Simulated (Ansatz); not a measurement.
`BBCBI` + `C[SiH](O)F` → `BBO[SiH](C)F` + `CBI`  (ligand exchange at a B–C bond)

Gas-phase electronic energies from Ansatz, PBE0-D4/def2-TZVP geometries. CCSD(T)/CBS is the MP2 limit (def2-TZVPP, def2-QZVPP) plus CCSD(T) − MP2 in def2-TZVPP, frozen cores. DFT in def2-TZVPP. B3LYP here is the variant with VWN-RPA as its local correlation; programs differ in this. HSE06 is defined as in plane-wave codes. def2 core potentials past Kr. For I outer-core shells are correlated without core-valence functions, which leaves a few kJ/mol of doubt a bond. One conformer a species, not always the lowest.

`BBCBI`:

```xyz
11

B    -0.034    0.876    1.884
B     0.543    0.502    0.396
C    -0.384    0.223   -0.850
B     0.079   -1.144   -1.382
I    -1.030   -2.913   -0.980
H    -0.228    2.008    2.232
H    -0.285    0.023    2.690
H     1.732    0.423    0.222
H    -0.037    0.977   -1.576
H    -1.450    0.327   -0.656
H     1.096   -1.303   -1.980
```

`C[SiH](O)F`:

Cartesian coordinates in Å:
```
C -0.524 0.618 0.823
Si -0.070 -0.456 -0.614
O 1.459 -0.217 -1.137
F -0.248 -1.976 -0.142
H -1.554 0.427 1.135
H -0.439 1.675 0.556
H 0.125 0.429 1.683
H -0.926 -0.254 -1.800
H 2.177 -0.246 -0.504
```

`BBO[SiH](C)F`:

Z-matrix (Å, degrees):
```
Si
C 1 1.842
F 1 1.595 2 109.2
O 1 1.646 2 109.2 3 116.8
H 1 1.482 2 114.5 3 -120.2
H 2 1.092 1 110.7 3 60.1
H 2 1.093 1 110.5 3 -180.0
H 2 1.092 1 110.6 3 -60.1
B 4 1.360 1 131.6 2 140.1
B 9 1.670 4 123.6 1 177.4
H 9 1.216 4 118.0 1 -3.0
H 10 1.200 9 122.0 4 91.6
H 10 1.199 9 121.9 4 -93.1
```

`CBI`:

Z-matrix (Å, degrees):
```
C
B 1 1.545
H 1 1.098 2 108.6
H 1 1.089 2 115.8 3 -122.9
H 1 1.097 2 109.0 3 113.6
I 2 2.124 1 122.2 3 121.7
H 2 1.192 1 123.2 3 -58.1
```

**Question.** Is it downhill or uphill in electronic energy at CCSD(T)/CBS, and by how much? (Estimate.)

**Answer.** Computed: Downhill: ΔE = -100.4 kJ/mol.

**Question.** What do these levels give: B3LYP, HSE06, CCSD(T)/def2-SVP, MP2/def2-QZVPP, SCS-MP2/def2-QZVPP, MP2/CBS(def2)? (Best estimate.)

**Answer.** The calculation gave: B3LYP -108.6, HSE06 -96.9, CCSD(T)/def2-SVP -119.4, MP2/def2-QZVPP -98.5, SCS-MP2/def2-QZVPP -104.7, MP2/CBS(def2) -97.2 kJ/mol.

**Question.** What do rigid-rotor, harmonic-oscillator terms from PBE0-D4/def2-TZVP frequencies (298.15 K, 1 bar) make of the CCSD(T)/CBS value? (Estimate.)

**Answer.** Ansatz gave: ΔZPE = +0.3 kJ/mol, ΔH = -99.2 kJ/mol, ΔS = 9 J/(mol·K), ΔG = -101.9 kJ/mol. Modes under 50 cm⁻¹ make the entropy rough.

Largest T1 diagnostic among the species: 0.012.

From BLYP to BHLYP (50 % exact exchange), in def2-TZVPP and without D4, ΔE moves by −7.1 kJ/mol. At CCSD(T), def2-SVP lies −19.0 kJ/mol from the extrapolated value and def2-TZVPP −2.4 kJ/mol.
